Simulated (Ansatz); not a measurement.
Sn₂F₄. The state is a singlet with charge 0. Geometry PBE0-D4/def2-SVP, basis def2-TZVP, Ansatz.

Cartesian coordinates in Å:
```
Sn -1.4485 -0.0910 -1.1399
Sn 1.4039 -1.0243 0.6212
F 0.6987 -0.2327 -1.2552
F -0.7506 -1.0621 0.6530
F 1.4699 0.7398 1.4384
F -1.3733 1.6703 -0.3175
```

```json
{"run": "A", "HOMO (eV)": "-8.25", "LUMO (eV)": "-2.10"}
{"run": "B", "HOMO (eV)": "-7.41", "LUMO (eV)": "-2.64"}
{"run": "C", "HOMO (eV)": "-10.38", "LUMO (eV)": "-0.39"}
{"run": "D", "HOMO (eV)": "-6.98", "LUMO (eV)": "-2.68"}
{"run": "E", "HOMO (eV)": "-7.07", "LUMO (eV)": "-2.81"}
```

In the def2 sets Sn takes a core potential; there is no spin–orbit coupling. Another isomer (singlet) lies 0.13 eV lower at PBE0-D4/def2-TZVP; other spin states weren't run for this one.

**Question.** The runs used PBE, PBE0, r2SCAN, revPBE, ωB97M-V. Estimate which is which.

**Answer.** A PBE0 (25 % exact exchange); B r2SCAN (0 % exact exchange); C ωB97M-V (range-separated); D revPBE (0 % exact exchange); E PBE (0 % exact exchange). Exact exchange lowers occupied and raises empty levels; among semilocal functionals meta-GGAs tend to open the gap a little, and such runs are hard to tell apart. The gap grows from 4.27 eV (PBE) to 9.99 eV (ωB97M-V).
